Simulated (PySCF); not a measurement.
# Computed records: BH$_{2}$NOSi

Calculation on a computer-drawn molecule: optimised geometry and harmonic frequencies of an isolated molecule of the commonest isotopes, restricted reference for singlets and unrestricted otherwise, frozen core in MP2. Program: PySCF 2.14.0.

### BH$_{2}$NOSi

Start structure:
```xyz
6
BH2NOSi
N     -1.1433     2.2095     1.8593
B     -0.7240     1.1293     1.4132
O     -0.1221    -0.0855     1.0981
Si     0.5911    -1.4052     0.6118
H     -1.5603     2.9102     1.9829
H     -0.1829    -1.5903    -0.7374
```

Settings of this run: charge 0, multiplicity 1, method HF and basis cc-pV(D+d)Z.

It finds rotational constants 57.65, 2.815, 2.684 GHz; total energy -444.1409 hartree; convergence status largest gradient component 2.29e-05 hartree/bohr.

Drawn bonds:
```tsv
atom	other atom	order
1	2	2
2	3	1
3	4	1
1	5	1
4	6	1
```

Optimised structure:
```xyz
6
BH2NOSi
N     -1.1696     1.9958     1.6202
B     -0.5040     0.9631     1.5652
O      0.2184    -0.1490     1.5155
Si     0.4817    -1.4458     0.4849
H     -1.6993     2.8220     1.6687
H     -0.4688    -1.0181    -0.6267
```

Modes:
```tsv
frequency (cm⁻¹)	reduced mass (dalton)
118.9	5.972
191.5	1.491
346.3	1.324
347.6	1.367
529.9	3.924
549.1	4.11
683.2	12.17
957.1	1.135
1168	11.8
2096	1.069
2191	7.011
4116	1.101
```
